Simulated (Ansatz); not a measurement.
Geometry optimisation, Ansatz, RKS PBE0/def2-SVP.

input.yaml

```yaml
crystal:
  periodic: [false, false, false]
  atoms:
    - { symbol: "N", position_ang: [-0.6502, 1.7186, 0.3682] }
    - { symbol: Si, position_ang: [-0.9172, -0.014, 0.2851] }
    - { symbol: O, position_ang: [0.2543, -0.7759, 1.2034] }
    - { symbol: Sn, position_ang: [1.1531, -1.2423, -0.5679] }
    - { symbol: H, position_ang: [0.2708, 1.9586, 0.0011] }
    - { symbol: H, position_ang: [-1.3535, 2.1879, -0.3486] }
    - { symbol: H, position_ang: [-0.07737, -0.90202, 2.12762] }
    - { symbol: H, position_ang: [0.9697, -2.9639, -0.8103] }
    - { symbol: H, position_ang: [2.5728, -0.3413, -0.7344] }
basis:
  gaussian: { orbitals: def2-SVP }
hamiltonian:
  xc: pbe0
relax:
  f_tol: 0.02
  max_steps: 50
```

Run as:

```bash
$ ansatz run input.yaml --threads 2 --pin off --max-ram 3072MiB --backend cpu --events-out ev --progress --plain --runs-dir out
```

Where does it end, and by what steps?

The forces met the threshold. The force dipped under the threshold on the way, but the program's further checks kept it going. After 16 steps the energy has fallen by 2.050 eV; H8 moved furthest, 0.81 Å.

```tsv
step	energy less start (eV)	largest force component (eV/Å)	accepted
0	0.0000	5.403	yes
1	-1.1998	2.300	yes
2	-1.6893	0.997	yes
3	-1.8783	0.489	yes
4	-1.8569	2.061	no
5	-1.9528	0.328	yes
6	-1.9886	0.421	yes
7	-2.0282	0.486	yes
8	-2.0156	0.564	no
9	-2.0449	0.081	yes
10	-2.0416	0.208	no
11	-2.0482	0.026	yes
12	-2.0492	0.016	yes
13	-2.0492	0.023	no
14	-2.0495	0.009	yes
15	-2.0498	0.012	yes
16	-2.0499	0.019	yes
```

```xyz
9
Properties=species:S:1:pos:R:3
N -0.706 1.696 0.181
Si -1.293 0.107 0.430
O 0.217 -0.500 1.095
Sn 0.970 -1.366 -1.034
H 0.244 2.000 0.384
H -1.254 2.408 -0.291
H 0.130 -1.295 1.637
H 1.378 -2.836 -0.122
H 2.536 -0.590 -0.755
```

Whether the end is a true minimum wasn't checked by a vibrational analysis.

The run took 53 s on 2 threads of Arm Neoverse V1, with other jobs on the host, peak memory 0.22 GiB.
